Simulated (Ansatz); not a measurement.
`[InH2][B]1CN1` + `C[SeH]` → `C[Se][InH2]` + `B1CN1` at 500 K and 1 bar (cleavage of the In–B bond).

Computed with Ansatz on PBE0-D4/def2-TZVP structures; ΔE is electronic, products minus reactants. CCSD(T)/CBS is the MP2 limit (def2-TZVPP, def2-QZVPP) plus CCSD(T) − MP2 in def2-TZVPP, frozen cores. This one scheme is used for every species. def2 core potentials past Kr. For In, Se outer-core shells are correlated without core-valence functions, which leaves a few kJ/mol of doubt a bond. Scalar relativity is left out up to krypton.

```csv
species,CCSD(T)/CBS energy (Eh),H − E (kJ/mol),S (J/(mol·K))
`[InH2][B]1CN1`,-310.30997,192.9,397.9
`C[SeH]`,-2441.15625,142.1,299.3
`C[Se][InH2]`,-2631.58862,170.8,402.6
`B1CN1`,-119.91915,167.6,290.3
```

H − E and S are ideal-gas, rigid-rotor, harmonic terms from PBE0-D4/def2-TZVP. 1 Eh = 2625.50 kJ/mol, R = 8.31446 J/(mol·K).

Q: By hand: ΔE, ΔH, ΔS and ΔG.

A: ΔE = (-2631.58862) + (-119.91915) − (-310.30997) − (-2441.15625) = -0.04155 Eh = -109.1 kJ/mol. Δ(H − E) = 170.8 + 167.6 − 192.9 − 142.1 = 3.4, so ΔH = -105.7 kJ/mol. ΔS = 402.6 + 290.3 − 397.9 − 299.3 = -4.3 J/(mol·K). ΔG = -105.7 − 500 × (-4.3)/1000 = -103.5 kJ/mol.

Q: By hand: the equilibrium constant, and the temperature at which ΔG would vanish if ΔH and ΔS stayed fixed.

A: log₁₀ K = −ΔG/(RT ln 10) = 10.8. ΔG = 0 at ΔH/ΔS = 24581 K, far beyond where these terms or the molecules hold.

The number of gas molecules stays the same, so ΔS is small and ΔH decides. A doubt of 5 kJ/mol in ΔE shifts log₁₀ K by 0.5 here. Modes under 60 cm⁻¹, often nearly free rotors, make the harmonic entropy too high. These are equilibria of isolated gas molecules and say nothing of rates. Largest T1 diagnostic: 0.015 (customary marks: 0.02 for closed shells, 0.045 for open ones).
